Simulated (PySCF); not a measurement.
C4H3F3.
Cartesian coordinates in Å at the PBE0-D3(BJ)/def2-SVP level; atoms count from 1:
```xyz
10
C4H3F3 angstrom
C      1.9225    1.3122   -0.1485
C      1.1177    0.4181   -0.2685
C      0.1367   -0.6511   -0.4117
F      0.0755   -1.0943   -1.7056
C     -1.2671   -0.1996   -0.0160
F     -2.0992   -1.2513   -0.0976
F     -1.2490    0.2328    1.2569
H      2.6426    2.1032   -0.0401
H      0.4020   -1.5013    0.2426
H     -1.6356    0.6062   -0.6743
```

Level of theory: PBE0-D3(BJ)/def2-SVP geometry optimisation, gas phase in PySCF.

Masses are those of the commonest isotopes; rigid-rotor values at the optimised geometry. The values belong to one conformer with, in the numbering `[CH:1]#[C:2][C@H:3]([F:4])[CH:5]([F:6])[F:7]`, C2–C3–C5–F6 -176°.

(1) Give the principal moments of inertia and the rotational constants in MHz.

(2) Classify the top.

(3) Is it planar, by Δ = Ic − Ia − Ib?

(4) Give the other two planar moments, Paa and Pbb, and the rms extents of the mass along the axes.

(5) Which types of transition are allowed, and where do some lines up to J = 2 fall?

(6) Estimate the classical rotational partition function at 100 K, 298.15 K and 500 K.

Results:

(1) Ia = 124.98, Ib = 238.27, Ic = 347.79 u·Å²; 505379 MHz·u·Å²/I gives A = 4044, B = 2121, C = 1453 MHz.

(2) An asymmetric top: κ = (2 × 2121 − 4044 − 1453)/(4044 − 1453) = -0.48.

(3) Not planar: Δ = Ic − Ia − Ib = -15.45 u·Å². For a rigid frame Δ = −2 Σ m c², so Σ m c² = 7.73 u·Å² lies off the ab plane: 4.26 from hydrogen and 3.46 from heavier atoms. The atom farthest from that plane is 1.44 Å away.

(4) Paa = Σ m a² = (Ib + Ic − Ia)/2 = 230.54 and Pbb = Σ m b² = (Ia + Ic − Ib)/2 = 117.25 u·Å². With the mass M = 108.02 u, the rms extents √(P/M) along a, b and c are 1.46, 1.04, 0.27 Å.

(5) The dipole components are |μa| = 1.52 D, |μb| = 0.82 D, |μc| = 0.27 D. The squared components, which scale the intensities, stand as 1.00 : 0.29 : 0.03 (a : b : c). Some of the stronger lines:

| type | branch | J(Ka,Kc) | MHz | lower level (cm⁻¹) |
| --- | --- | --- | --- | --- |
| a | Q | 1(1,0) ← 1(1,1) | 668 | 0.183 |
| a | Q | 2(1,1) ← 2(1,2) | 2004 | 0.400 |
| b | Q | 1(1,0) ← 1(0,1) | 2591 | 0.119 |
| b | Q | 2(1,1) ← 2(0,2) | 3405 | 0.353 |
| a | R | 1(0,1) ← 0(0,0) | 3574 | 0.000 |
| b | R | 2(0,2) ← 1(1,1) | 5080 | 0.183 |
| b | R | 1(1,1) ← 0(0,0) | 5497 | 0.000 |
| b | Q | 2(2,0) ← 2(1,1) | 5914 | 0.466 |
| a | R | 2(0,2) ← 1(0,1) | 7002 | 0.119 |
| b | Q | 2(2,1) ← 2(1,2) | 7772 | 0.400 |
| a | R | 2(1,1) ← 1(1,0) | 7816 | 0.206 |
| b | R | 2(1,2) ← 1(0,1) | 8403 | 0.119 |
| b | R | 2(2,1) ← 1(1,0) | 13584 | 0.206 |
| b | R | 2(2,0) ← 1(1,1) | 14398 | 0.183 |

(6) Point group C1, symmetry number σ = 1; q = (√π/σ)·√((kT/h)³/(ABC)), k/h = 20836.6 MHz/K: 47800 at 100 K, 246000 at 298.15 K, 534000 at 500 K.

No PBE0-D3(BJ)/def2-SVP frequencies stand behind this structure, so it isn't proved a minimum. These are rigid-rotor constants of the computed structure; measured ground-state constants (B0) also hold zero-point vibration.
